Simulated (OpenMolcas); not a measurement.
# Rh3+: effect of the metal basis

Rh3+ with its 6 nearest fluoride ions at 2.046 Å, on the Y site of Cs2NaYF6 (a = 9.075 Å, distance in the model lattice 2.178 Å). The rest of the host is ab initio model potentials to 7.6 Å and point charges beyond; the distance is set by hand and nothing relaxes.

```yaml
Program: OpenMolcas
Method: CASSCF
Spin-orbit_coupling: RASSI with atomic mean-field integrals over the reference wave functions
```

Fixed: ligand basis ANO-RCC-VDZP, active space 6 electrons in 5 orbitals (4d), DKH2 Hamiltonian.

States (labels of O, the rotations of Oh). Energies in cm-1 above the lowest state or level, χT in cm3 K/mol; 10Dq and B are least-squares fits to the states below 45000 cm-1, weighted by degeneracy, with a free offset, and given where the rms deviation is under 5 % of |10Dq| (or 100 cm-1) and under 700 cm-1.

| Run | Metal basis | Ground state | First state of that spin | 10Dq | B (rms of fit) | First gap with spin-orbit (degeneracies) | χT at 300 K | First state of another spin | Cost |
| --- | --- | --- | --- | --- | --- | --- | --- | --- | --- |
| A | ANO-RCC-VDZP | 1A1 | 1T1 17080 | 19569 | 776 (246) | 9124 (1, 2) | 0.046 | 3T1 10175 | roughly 50 core-seconds |
| B | ANO-RCC-VTZP | 1A1 | 1T1 16629 | 19038 | 795 (220) | 8162 (1, 2) | 0.049 | 5T2 9167 | roughly 50 core-seconds |

Against A, |10Dq| changes by -2.7 % in B.

Costs are those of the RASSCF and RASSI steps.

Without dynamic correlation the repulsion within the d shell is too large (B by tens of per cent), so at a given field states of lower spin stand too high. This shell can be high or low spin here, a state of another spin lies low, and with metal d orbitals alone active their balance is uncertain, so the ground spin may be wrong, although the usual error favours high spin. With metal d orbitals alone the field can be off either way by tens of per cent. Ligand-to-metal charge-transfer states are missing. With no ligand orbital active B as a rule stays too high, so bands that hang on it stand too high and its fall with covalency is understated. The least metal-like active orbital is 79 % on the metal (Löwdin) and no ligand orbital is active, so the numbers are rough (holds for A). The least metal-like active orbital is 80 % on the metal (Löwdin) and no ligand orbital is active, so the numbers are rough (holds for B). No measured value stands beside these numbers; the geometry was set by hand and not optimised.
